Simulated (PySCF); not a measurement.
**Whose spectrum? (non-ionic photoacid generator)**

All values: TDA CAM-B3LYP/def2-SVP, gas phase, PySCF SCF with an in-house response code, fitting set def2-universal-JFIT up to Ne and JKFIT beyond, grid level 1 (kernel 0), vertical, one conformer each, geometries GFN2-xTB; core orbitals frozen in the response, virtual orbitals above 1.5 Eh left out. The lowest 6 singlets were sought, and the brightest is taken among them. The runs took 3 to 4 CPU minutes each on shared server CPUs.

One system has its HOMO at -8.93 eV, its LUMO at -1.21 eV and these singlet states:

| state | eV | f |
| --- | --- | --- |
| S1 | 4.34 | 0.003 |
| S2 | 5.06 | 0.019 |
| S3 | 5.34 | 0.191 |
| S4 | 5.61 | 0.135 |
| S5 | 5.79 | 0.029 |
| S6 | 5.83 | 0.071 |

(1) Which is it?
A. Cc1ccc(S(=O)(=O)O[C@@H](C(=O)c2ccccc2)c2ccccc2)cc1 (C21H18O4S)
B. O=C(c1ccccc1)[C@@H](OS(=O)(=O)c1c(F)c(F)c(F)c(F)c1F)c1ccccc1 (C20H11F5O4S)
C. CS(=O)(=O)O[C@H](C(=O)c1ccccc1)c1ccccc1 (C15H14O4S)
D. O=C(c1ccccc1)[C@H](OS(=O)(=O)C(F)(F)F)c1ccccc1 (C15H11F3O4S)

(2) How do the candidates compare?

## Answers

(1) D.

(2) 
| system | HOMO / eV | LUMO / eV | S1 / eV | f(S1) | brightest state sought / eV |
| --- | --- | --- | --- | --- | --- |
| CS(=O)(=O)O[C@H](C(=O)c1ccccc1)c1ccccc1 | -8.65 | -0.77 | 4.16 | 0.002 | 5.65 |
| Cc1ccc(S(=O)(=O)O[C@@H](C(=O)c2ccccc2)c2ccccc2)cc1 | -8.42 | -0.32 | 4.22 | 0.008 | 5.65 |
| O=C(c1ccccc1)[C@@H](OS(=O)(=O)c1c(F)c(F)c(F)c(F)c1F)c1ccccc1 | -8.70 | -1.14 | 4.11 | 0.003 | 5.57 |
| O=C(c1ccccc1)[C@H](OS(=O)(=O)C(F)(F)F)c1ccccc1 | -8.93 | -1.21 | 4.34 | 0.003 | 5.34 |
